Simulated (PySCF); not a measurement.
**How methods differ on the ionisation energy of Ge**

Ge [Ar] 3d10 4s2 4p2 (3P) → Ge+ [Ar] 3d10 4s2 4p1 (2P), as a difference of total energies. All numbers are calculated (PySCF 2.14, a scalar-relativistic core potential, in aug-cc-pwCVDZ-PP with ECP10MDF (6s5p4d1f, 48 functions)). Correlated levels: valence: 3s2 3p6 3d10 frozen; valence and next inner shell: nothing frozen outside the core potential. The calculations carry no spin-orbit coupling.

```json
{"method": "UHF", "ionisation energy (eV)": "7.409", "error (eV)": "-0.516"}
{"method": "LDA", "ionisation energy (eV)": "7.972", "error (eV)": "+0.047"}
{"method": "PBE", "ionisation energy (eV)": "7.855", "error (eV)": "-0.070"}
{"method": "PBE0", "ionisation energy (eV)": "7.894", "error (eV)": "-0.031"}
{"method": "r2SCAN", "ionisation energy (eV)": "8.030", "error (eV)": "+0.105"}
{"method": "BHandHLYP", "ionisation energy (eV)": "7.736", "error (eV)": "-0.189"}
{"method": "r2SCAN0", "ionisation energy (eV)": "8.027", "error (eV)": "+0.102"}
{"method": "TPSS", "ionisation energy (eV)": "7.858", "error (eV)": "-0.067"}
{"method": "HSE06", "ionisation energy (eV)": "7.890", "error (eV)": "-0.035"}
{"method": "MP2 (valence)", "ionisation energy (eV)": "7.689", "error (eV)": "-0.236"}
{"method": "SCS-MP2 (valence)", "ionisation energy (eV)": "7.616", "error (eV)": "-0.309"}
{"method": "MP2 (valence and next inner shell)", "ionisation energy (eV)": "7.755", "error (eV)": "-0.170"}
{"method": "SCS-MP2 (valence and next inner shell)", "ionisation energy (eV)": "7.654", "error (eV)": "-0.271"}
```

Reference: 7.925 eV (measured; NIST levels, between the centres of gravity of the two terms).

Errors of the correlated levels include the incompleteness of this basis and the frozen core.
